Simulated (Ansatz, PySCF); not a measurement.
Constitutional and geometric isomers with formula CH3BSi. All species are isolated molecules in the gas phase. Strings in code marks are SMILES.

Quantity: vertical ionisation energy (energy after one electron is removed minus that of the parent at the parent's geometry), in eV. The restricted reference of `B1=C[SiH2]1` is unstable towards unrestricted orbitals.

Level 1: PBE-D3(BJ)/def2-TZVP // B3LYP-D3(BJ)/def2-TZVP (PySCF)
Level 2: PBE/6-31G* // B3LYP-D3(BJ)/def2-TZVP (PySCF)
Level 3: minus the HOMO energy of HF/6-31G* // B3LYP-D3(BJ)/def2-TZVP (PySCF)
Level 4: HF/cc-pVQZ // B3LYP-D3(BJ)/def2-TZVP (Ansatz, a program for electronic structure)

```csv
species,level 2,level 3,level 4
`B=C=[SiH2]`,8.59,8.66,7.04
`B1C=[SiH]1`,9.22,9.43,8.38
`B1=C[SiH2]1`,9.23,9.32,7.99
```

Task: What does level 1 give for each, and how far do the other levels lie from it on average?

Result: 
- `B=C=[SiH2]`: 8.72
- `B1C=[SiH]1`: 9.24
- `B1=C[SiH2]1`: 9.38
Mean absolute difference from level 1, which has limits of its own, over these rows (drawn at random from the members that have all these levels): level 2 0.103 eV, level 3 0.102 eV, level 4 1.31 eV.
